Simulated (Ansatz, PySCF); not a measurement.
Reaction (SMILES): CCC + 2 [H][H] (H2) → 3 C (CH4)
Geometries: B3LYP-D3(BJ)/def2-TZVP minima from Ansatz (a quantum-chemistry and plane-wave program).

Wanted: energy of full hydrogenation (0 K, with B3LYP-D3(BJ) harmonic zero-point energies from PySCF), in eV. Valence correlation only, unless marked. Spin-orbit coupling is left out. Non-relativistic. CBS marks a two-point X^-3 extrapolation of the correlation energy; Hartree-Fock from the larger set. The bracket is a focal-point correction in the basis named.

RI-MP2/CBS(cc-pVTZ,cc-pVQZ)+[CCSD(T)-MP2]/cc-pVTZ (Ansatz) gives -1.20 eV.

### Question
Another calculation gave -1.26 eV. Which level was it?
A) SVWN5/def2-TZVPD (Ansatz)
B) HF/def2-TZVPD (PySCF)
C) B3LYP/def2-TZVPD (Ansatz)
D) B2GP-PLYP/def2-TZVPD (Ansatz)

### Answer
D, B2GP-PLYP/def2-TZVPD (Ansatz). The others give -1.37 (B3LYP), -1.50 (HF), -1.10 (SVWN5) eV.
